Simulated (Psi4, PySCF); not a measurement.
PySCF was given this input:
```python
from pyscf import gto, scf, cc

mol = gto.Mole()
mol.atom = '''
    C    -0.00695796    0.00985104   -0.11037218
    O    -0.02341240   -0.02147629    1.07634088
    O     0.09771270   -0.03387449   -1.21876599
    H    -0.55265466    0.38369998    1.80163397
'''
mol.basis = '6-31g**'
mol.charge = 1
mol.verbose = 4
mol.build()

mf = scf.RHF(mol)
mf.kernel()

mycc = cc.CCSD(mf, frozen=3)
mycc.kernel()
et = mycc.ccsd_t()
print('E(CCSD(T)) = %.10f' % (mycc.e_tot + et))
```

Problem. Write the same job for Psi4.

Solution. Several could match; the one computed here: 
```
memory 2 GB

molecule mol {
1 1
C    -0.006958    0.009851   -0.110372
O    -0.023412   -0.021476    1.076341
O     0.097713   -0.033874   -1.218766
H    -0.552655    0.383700    1.801634
}

set {
  basis 6-31g**
  reference rhf
  freeze_core true
  mp2_type conv
  scf_type pk
  puream true
  d_convergence 1e-8
}

energy('ccsd(t)')
print_variables()
```

Both were run: PySCF gave -188.326545 Eh and Psi4 -188.326545 Eh, 0.000 mEh apart.
